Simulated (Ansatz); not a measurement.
The first iterations of a band of a periodic cell of 17 atoms, TiSi₁₆ (host Si, host structure diamond, interstitial Ti).

The calculation used DFT PBE-D3(BJ), scalar-relativistic, plane waves, PAW in Ansatz. Settings: PAW set soft_1, cutoff 420 eV, k mesh 2x2x2, gaussian smearing 0.05 eV, no spin polarisation.

```
movable images  : 3
climbing image  : yes
spring          : 50.0 eV/Å²
optimiser       : fire
start path      : default
force threshold : 0.05 eV/Å
iteration limit : 50
end points      : relaxed
```

First end point:

```xyz
17
Lattice="0.0000 5.4300 5.4300 5.4300 0.0000 5.4300 5.4300 5.4300 0.0000" Properties=species:S:1:pos:R:3
Si -0.026 -0.052 -0.051
Si 1.281 1.323 1.324
Si 2.627 2.725 -0.083
Si 4.027 4.070 1.318
Si 2.627 -0.084 2.726
Si 4.028 1.317 4.072
Si 5.427 2.717 2.718
Si 6.739 4.029 4.030
Si -0.022 2.697 2.698
Si 1.320 4.039 4.040
Si 2.659 5.378 2.694
Si 4.033 6.753 4.001
Si 2.659 2.693 5.380
Si 4.033 4.000 6.754
Si 5.435 5.346 5.347
Si 6.781 6.747 6.748
Ti 4.026 6.746 6.747
```

Last end point:

```xyz
17
Lattice="0.0000 5.4300 5.4300 5.4300 0.0000 5.4300 5.4300 5.4300 0.0000" Properties=species:S:1:pos:R:3
Si -0.022 0.055 0.052
Si 1.324 1.394 1.389
Si 2.663 2.740 0.051
Si 4.031 4.116 1.361
Si 2.662 0.055 2.736
Si 4.031 1.362 4.113
Si 5.433 2.714 2.711
Si 6.784 4.117 4.112
Si -0.018 2.736 2.732
Si 1.285 4.110 4.107
Si 2.631 5.517 2.705
Si 4.037 6.862 4.107
Si 2.630 2.707 5.513
Si 4.036 4.110 6.858
Si 5.439 5.517 5.512
Si 6.744 6.832 6.831
Ti 4.032 4.115 4.111
```

| iteration | highest image above the first end (eV) | largest band force component (eV/Å) |
| --- | --- | --- |
| 1 | 20.280 | 48.278 |
| 2 | 7.708 | 19.161 |
| 3 | 3.443 | 6.566 |
| 4 | 2.662 | 4.191 |
| 5 | 2.196 | 2.399 |
| 6 | 2.141 | 2.083 |
| 7 | 2.109 | 1.854 |
| 8 | 2.055 | 1.644 |
| 9 | 1.997 | 1.740 |
| 10 | 1.953 | 1.804 |
| 11 | 1.931 | 1.766 |
| 12 | 1.925 | 1.604 |
| 13 | 1.920 | 1.279 |
| 14 | 1.899 | 0.923 |

Problem. Does the band converge within its limit, and where does its top end?

Solution. The run converged. It ended after 44 iterations with the highest image 1.740 eV above the first end. The profile has 2 maxima (images 1, 3) with wells between them (image 2): this band takes more than one step, which may be the mechanism or a detour left from its start path. Neighbouring images differ by up to 1.7 eV, so the band resolves the path poorly. The order of the point at the top wasn't checked. Limits of this set-up: coarse k mesh, a small cell, in which the defect meets its images, a typed lattice constant that wasn't relaxed here.

The run took 12 min on 1 thread of Intel(R) Xeon(R) 6975P-C (Granite Rapids), on a shared host, peak memory 0.86 GiB.
